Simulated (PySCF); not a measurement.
## Two-component Hartree-Fock for Kr²⁺ (krypton, charge +2)

Start: [Ar] 3d10 4s1 4p5; 4s1/2 filled at m_j = +1/2; 4p1/2 filled at m_j = -1/2, +1/2; 4p3/2 filled at m_j = -1/2, +1/2, +3/2. Calculated with PySCF 2.14 in x2c-TZVPall-2c: generalised Hartree-Fock with the X2C-1e Hamiltonian and a Gaussian nucleus; one run each with spin-orbit coupling (SO) switched off, then screened by Boettger's factors. This is a chosen level, not necessarily the ground level.

| spinor shell | electrons | ε, spin-free (eV) | ε, screened SO (eV) | weight of nominal j (screened SO) | rms radius, screened SO (bohr) |
| --- | --- | --- | --- | --- | --- |
| 1s1/2 | 2 | -14432.4 | -14431.9 | 1.000 | 0.0478 |
| 2s1/2 | 2 | -1987.9 | -1987.8 | 1.000 | 0.199 |
| 2p1/2 | 2 | -1755.5 | -1792.4 | 1.000 | 0.174 |
| 2p3/2 | 4 | -1755.5 | -1737.8 | 1.000 | 0.178 |
| 3s1/2 | 2 | -332.27 | -332.18 | 1.000 | 0.565 |
| 3p1/2 | 2 | -256.04 | -261.82 | 0.998 | 0.574 |
| 3p3/2 | 4 | -256.04 | -253.18 | 0.999 | 0.584 |
| 3d3/2 | 4 | -129.16 | -129.96 | 0.981 | 0.608 |
| 3d5/2 | 6 | -129.16 | -128.50 | 0.987 | 0.610 |
| 4s1/2 | 1 | -58.668 | -58.618 | 1.000 | 1.61 |
| 4p1/2 | 2 | -36.754 | -36.624 | 0.654 | 1.87 |
| 4p3/2 | 3 | -36.754 | -36.893 | 0.769 | 1.87 |

```csv
quantity,spin-free,screened SO
E (hartree),-2786.14072,-2786.31794
M_J,2,2
⟨J²⟩,6.011,6.011
⟨L²⟩,2.003,2.007
⟨S²⟩,2.008,2.010
```

Each row is a mean over spinors that exchange with the open shell spreads, by up to 5.703 eV (4p1/2).

Rows whose weight is well below 1 are mixtures of j = l ± 1/2: exchange outweighs spin-orbit coupling there, and the label is only the starting occupation.

Without spin-orbit coupling the j labels of p, d and f shells carry no meaning; the spin-free column gives the mean over the occupied spinors of each nl shell.
